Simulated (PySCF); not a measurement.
# One molecule, several mistakes: Al3FH3

Calculated results; nothing here was measured. The program is PySCF 2.14.0, an open-source quantum chemistry code, run on an isolated molecule that a program drew, which may never have been made. The molecule is Al3FH3 (charge 0, doublet), drawn as the SMILES string `[F][AlH][AlH][AlH]`.

Each row is a Hartree-Fock (HF) and frozen-core CCSD(T) single point in the cc-pV(D+d)Z basis, meant for a local HF minimum. Run 1 is clean. Each other run has one planted mistake out of seven kinds, and not every kind appears here: one electron removed, one electron added, multiplicity raised by two, geometry at a saddle point, minimal basis STO-3G, one bond length entered in bohr, all coordinates scaled. The reference is restricted for singlets and unrestricted otherwise, and also for a bond in bohr. Adding or removing an electron swaps singlet and doublet. Electrons count all cores. HOMO and LUMO are orbital energies over both spins, the gradient is its largest component, and the lowest frequency (negative if imaginary) is given only where the gradient is small. Bond lengths are over the 6 bonds as drawn. T1 is the CCSD diagnostic: over 0.02 (restricted) or 0.045 (unrestricted) a single reference is doubtful.

Geometry of the clean run:
```xyz
7
Al3FH3, angstrom
F    -1.5020   -3.8301    2.8956
Al   -1.7466   -2.1998    3.1442
Al   -0.5300   -0.6228    1.4465
Al    1.1845   -1.6492   -0.1962
H    -2.6435   -1.8753    4.4059
H    -1.0380    0.8614    1.1846
H     2.7581   -1.8843   -0.1235
```

```
run  electrons  basis functions  <S^2>  HOMO (eV)  LUMO (eV)  gradient (hartree/bohr)  lowest frequency (cm^-1)  mean bond (Å)  longest bond (Å)      T1  HF (hartree)  CCSD(T) (hartree)                          mistake
  1         51               98  0.822      -7.19      -0.11                  8.1e-06                        28         1.9393             2.617  0.0263    -826.97519         -827.38332                         no fault
  2         51               35  0.778      -2.13       7.56                  3.6e-02                         -         1.9393             2.617  0.0187    -816.71714         -816.84972             minimal basis STO-3G
  3         50               98  0.000     -13.71      -5.83                  2.9e-02                         -         1.9393             2.617  0.0185    -826.73666         -827.13585             one electron removed
  4         51               98  1.633      -7.31       0.15                  7.7e-03                         -         2.3274             4.946  0.0504    -826.91134         -827.30308  one bond length entered in bohr
  5         51               98  0.835      -7.18       0.00                  9.1e-02                         -         1.7978             2.426  0.0275    -826.94270         -827.35074                                ?
```

**Which mistake was planted in run 5, and what did it cost?**

The mean and the longest bond both change by the same factor, 0.927, and the gradient is no longer small. So the mistake is: all coordinates scaled. Subtracting run 1 and multiplying by 627.51 kcal/mol a hartree, the energy moved by 20.4 kcal/mol in HF and 20.4 kcal/mol in CCSD(T).

Cautions from the logs. Run 4: T1 is over the limit, so its CCSD(T) energy is less reliable.
